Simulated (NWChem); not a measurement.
Molecule: C$_{2}$H$_{3}$F$_{2}$NSi; SMILES [SiH3]C(F)(F)C#N

```xyz
9

N     -0.9971    -2.3609     0.0000
C     -0.3496    -1.3985     0.0000
C      0.3734    -0.1105     0.0000
F      1.1840    -0.0711    -1.1090
F      1.1840    -0.0711     1.1090
Si    -0.7813     1.4468     0.0000
H     -1.6139     1.3991    -1.2237
H      0.1222     2.6194     0.0000
H     -1.6139     1.3991     1.2237
```
Atoms are numbered in this order, from 1.

Computed with NWChem. Pople sets run with spherical d functions. Structure relaxed at the B3LYP/6-31G* (spherical d) level.

```
atom  ESP charge (e)  Mulliken charge (e)
----  --------------  -------------------
N1            -0.401                -0.36
C2             0.267                 0.17
C3             0.517                 0.72
F4            -0.265                -0.43
F5            -0.265                -0.43
Si6            0.385                 0.67
H7            -0.084                -0.11
H8            -0.068                -0.11
H9            -0.085                -0.11
```

### Question
Find the dipole moment that each set of point charges gives, and compare with the Hartree-Fock/6-31G* density's own.

### Answer

1. μ = Σ q r × 4.8032 D/(e Å). ESP charges give (-0.79, 3.34, -0.01) D, of length 3.43 D.
2. Mulliken charges give (-3.02, 4.63, 0.00) D, of length 5.5 D.
3. The density's dipole is 3.38 D: the ESP set is off by 0.05 D in length and the Mulliken set by 2.1 D. ESP charges are fitted to the potential outside the molecule; Mulliken charges are a partition of the basis functions.
